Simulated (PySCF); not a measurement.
CH7Si2, SMILES [SiH2]C[SiH3] (connectivity only; charge and spin as stated), charge +1, multiplicity 1.

Coordinates come from a PBE0-D3(BJ)/def2-SVP optimisation. The multiplicity is an assumed one; other spin states were not compared. The isomer is the one that the SMILES or the coordinates give; other isomers of the formula were not compared.

Calculation: M06-2X/def2-TZVPD run with PySCF.

Isolated molecule, no solvent.

| Item | Value |
|---|---|
| total energy | -620.94831 hartree |
| point group | Cs |
| highest occupied level | -15.44 eV |
| lowest empty level | -7.62 eV |
| orbital gap | 7.82 eV |
| dipole moment about the centre of nuclear charge | 3.52 D |
| mean static polarisability | 60.1 bohr³ (8.90 Å³) |
| polarisability, principal values | 52.0, 52.8, 75.5 bohr³ |
